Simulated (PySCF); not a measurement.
B(F)(OH)(NH2) (BFH3NO), SMILES NB(O)F.

The structure is a stationary point at PBE0-D3(BJ)/def2-SVP. Other conformers were not sampled.

Computed with PySCF 2.14.0 with TDDFT-CAM-B3LYP/def2-SVPD.

Vertical excitations. Isolated molecule, no solvent. State labels are in the subgroup Cs.

```tsv
state	symmetry	energy (eV)	λ (nm)	f	main pairs
S1	A"	6.99	177	0.022	HOMO→LUMO 89 %
S2	A"	8.21	151	0.032	HOMO→LUMO+1 76 %
S3	A"	8.81	141	0.000	HOMO→LUMO+3 43 %, HOMO→LUMO+2 38 %, HOMO→LUMO+5 13 %
S4	A"	9.12	136	0.023	HOMO−1→LUMO 48 %, HOMO→LUMO+3 23 %, HOMO→LUMO+2 11 %, HOMO−1→LUMO+1 10 %
S5	A'	9.39	132	0.043	HOMO−2→LUMO 82 %
S6	A'	9.49	131	0.285	HOMO→LUMO+6 80 %, HOMO→LUMO+4 13 %
S7	A"	9.53	130	0.000	HOMO−1→LUMO 31 %, HOMO→LUMO+2 27 %, HOMO→LUMO+3 23 %, HOMO→LUMO+1 11 %
S8	A'	10.12	122	0.001	HOMO→LUMO+4 84 %
S9	A"	10.16	122	0.002	HOMO→LUMO+5 60 %, HOMO→LUMO+2 17 %
S10	A"	10.51	118	0.022	HOMO→LUMO+7 67 %, HOMO→LUMO+8 15 %
T1	A"	6.70	185	0	HOMO→LUMO 82 %
T2	A'	7.94	156	0	HOMO→LUMO+6 58 %, HOMO→LUMO+4 38 %
T3	A"	7.97	155	0	HOMO→LUMO+1 64 %, HOMO−1→LUMO 15 %
T4	A"	8.60	144	0	HOMO→LUMO+3 45 %, HOMO→LUMO+2 34 %, HOMO→LUMO+5 14 %
```
Triplets are in the Tamm–Dancoff approximation, which puts them higher than full response would, so one can lie above its singlet here.
